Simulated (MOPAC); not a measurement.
Job for MOPAC: PM7 on FGeH (SMILES [F][GeH]), a point of a bond scan (R = 1.292 Å).

```
PM7 1SCF PRECISE CHARGE=0 THREADS=1
FGeH

Ge    -0.11370409 1    -0.22690637 1     0.28076938 1
H     -0.81035343 1    -0.88814979 1    -0.58318632 1
F      0.51367187 1     0.92382939 1    -0.90949390 1
```

The log:

```
*******************************************************************************
 **                                                                           **
 **                              MOPAC v23.2.5                                **
 **                                                                           **
 *******************************************************************************
 ** MOPAC's Digital Object Identifier: https://doi.org/10.5281/zenodo.6511958 **
 **                                                                           **
 ** Please cite the open-source release paper for use of this MOPAC version:  **
 ** J. E. Moussa and J. J. P. Stewart (2026)                                  **
 ** MOPAC: An open-source semiempirical molecular orbital program             **
 ** J. Open Source Softw., 11(119), 8025, https://doi.org/10.21105/joss.08025 **
 *******************************************************************************

                              PM7 CALCULATION RESULTS

 *******************************************************************************
 *  PM7        - The PM7 Hamiltonian to be used
 *
 *
 *
 *                 CHARGE ON SYSTEM = 0
 *
 *
 *
 *  PRECISE    - TIGHTER CRITERIA TO BE USED
 *  1SCF       - DO 1 SCF AND THEN STOP
 *  THREADS=1  - MULTI-THREADING NOT USED
 *  T=         - A TIME OF 172800.0 SECONDS REQUESTED
 *  DUMP=N     - RESTART FILE WRITTEN EVERY 7200.0 SECONDS REQUESTED
 *******************************************************************************
PM7 1SCF PRECISE CHARGE=0 THREADS=1
 FGeH

   ATOM   CHEMICAL          X               Y               Z
  NUMBER   SYMBOL      (ANGSTROMS)     (ANGSTROMS)     (ANGSTROMS)

     1      Ge         -0.11370409  *  -0.22690637  *   0.28076938  *
     2       H         -0.81035343  *  -0.88814979  *  -0.58318632  *
     3       F          0.51367187  *   0.92382939  *  -0.90949390  *



          CARTESIAN COORDINATES

    NO.       ATOM           X           Y           Z

     1        Ge         -0.1137     -0.2269      0.2808
     2         H         -0.8104     -0.8881     -0.5832
     3         F          0.5137      0.9238     -0.9095

 General Reference for PM7:
 "Optimization of Parameters for Semiempirical Methods VI: More Modifications to the
 NDDO Approximations and Re-optimization of Parameters", J. J. P. Stewart, J. Mol. Mod., 1:32, 19 (2013)
 https://link.springer.com/article/10.1007/s00894-012-1667-x

           Empirical Formula: H Ge F  =     3 atoms



      MOLECULAR POINT GROUP   :   Cs


      RHF CALCULATION, NO. OF DOUBLY OCCUPIED LEVELS = 6


 -------------------------------------------------------------------------------
 PM7 1SCF PRECISE CHARGE=0 THREADS=1
 FGeH



     1SCF WAS SPECIFIED, SO BFGS WAS NOT USED
     SCF FIELD WAS ACHIEVED


                              PM7 CALCULATION
                                                       MOPAC v23.2.5 Linux




          FINAL HEAT OF FORMATION =         14.82779 KCAL/MOL =      62.03947 KJ/MOL


          COSMO AREA              =         84.39 SQUARE ANGSTROMS
          COSMO VOLUME            =         70.43 CUBIC ANGSTROMS

          IONIZATION POTENTIAL    =          8.652818 EV
          HOMO LUMO ENERGIES (EV) =         -8.653 -1.770
          NO. OF FILLED LEVELS    =          6
          MOLECULAR WEIGHT        =         92.5963         POINT GROUP:  Cs

          MOLECULAR DIMENSIONS (Angstroms)

            Atom       Atom       Distance
            F     3    H     2     2.26777
           Ge     1    H     2     1.00581
            H     2    F     3     0.00000


          SCF CALCULATIONS        =          1





   ATOM   CHEMICAL          X               Y               Z
  NUMBER   SYMBOL      (ANGSTROMS)     (ANGSTROMS)     (ANGSTROMS)

     1      Ge         -0.11370409  *  -0.22690637  *   0.28076938  *
     2       H         -0.81035343  *  -0.88814979  *  -0.58318632  *
     3       F          0.51367187  *   0.92382939  *  -0.90949390  *

                             CARTESIAN COORDINATES

   1   Ge       -0.113704090    -0.226906370     0.280769380
   2    H       -0.810353430    -0.888149790    -0.583186320
   3    F        0.513671870     0.923829390    -0.909493900


           Empirical Formula: H Ge F  =     3 atoms



      MOLECULAR POINT GROUP   :   Cs


                  EIGENVALUES
 -36.40185 -18.93272 -13.66345 -13.16044 -12.33231  -8.65282  -1.76956   0.12587
   3.07329


              NET ATOMIC CHARGES AND DIPOLE CONTRIBUTIONS

  ATOM NO.   TYPE          CHARGE      No. of ELECS.   s-Pop       p-Pop
    1         Ge           0.576080        3.4239     1.65243     1.77149
    2          H          -0.001704        1.0017     1.00170
    3          F          -0.574375        7.5744     1.95500     5.61937
 DIPOLE           X         Y         Z       TOTAL
 POINT-CHG.    -1.725    -3.169     3.291     4.884
 HYBRID        -0.504    -0.100    -1.966     2.032
 SUM           -2.229    -3.270     1.325     4.173


          ATOMIC ORBITAL ELECTRON POPULATIONS

     Atom    s        px        py        pz
    1 Ge   1.65243   0.36488   0.35253   1.05408
    2  H   1.00170
    3  F   1.95500   1.91412   1.85245   1.85281

 **********************
 *                    *
 * JOB ENDED NORMALLY *
 *                    *
 **********************




 == MOPAC DONE ==
```

The run finished.

Cost: around 0.03 core-seconds (rough).
